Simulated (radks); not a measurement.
Q: Excited configurations of Si I: one electron is placed in a higher orbital outside [Ne] 3s2 3p1. The ground configuration is [Ne] 3s2 3p2. Calculated with a radial shooting solver on a logarithmic mesh with Libxc functionals: scalar-relativistic Kohn-Sham, BLYP, spin-polarised, spherical densities, point nucleus; open shells are filled with parallel spins first. Excitation = E - E(ground); binding = E(ion) - E, where the ion is the core of charge +1; n* = 1/sqrt(2 binding) in atomic units, and the quantum defect is n - n*.

outer orbital  excitation (eV)  binding (eV)     n*  quantum defect  eigenvalue (eV)  <r> (bohr)
3d                       6.050         1.950  2.641           0.359           -0.559       7.458
4p                       5.795         2.205  2.484           1.516           -1.148       8.585
4d                       6.738         1.261  3.284           0.716           -0.622       14.14
6p                       7.159         0.841  4.022           1.978           -0.510       26.34

Estimate the row for 5p.

A: excitation (eV) 6.732; binding (eV) 1.268; n* 3.276; quantum defect 1.724; eigenvalue (eV) -0.718; <r> (bohr) 16.35. The Delta-SCF ionisation energy is 8.000 eV (NIST Atomic Spectra Database: 8.152 eV, measured). Self-interaction in the functional shifts the binding energies and quantum defects, so they are the method's values and not measured ones. Open shells are spherical and high-spin; term and fine-structure splittings are not resolved.
